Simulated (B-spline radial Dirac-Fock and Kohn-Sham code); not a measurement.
Binding energies of Se⁺ in different valence configurations

Level of theory: Dirac-Fock (average of configuration) total-energy differences with a finite nucleus, the Breit interaction including its frequency dependence, and self-energy and vacuum-polarisation corrections; an atomic code on a B-spline grid. Electron correlation is not included.

Reference: the tabulated ground configuration [Ar] 3d10 4s2 4p3, with 1s 12676.7 eV, 2s 1679.6 eV, 3d3/2 74.50 eV, 3d5/2 73.66 eV, 4s 31.84 eV.

Shifts from the reference in eV.

| configuration | average energy | 1s | 2s | 3d3/2 | 3d5/2 | 4s |
| --- | --- | --- | --- | --- | --- | --- |
| [Ar] 3d10 4s1 4p4 | +12.46 | +1.72 | +1.58 | +1.78 | +1.78 | +2.53 |

Values without a named source are computed, but for edge energies of neutral atoms, which are taken from tables.
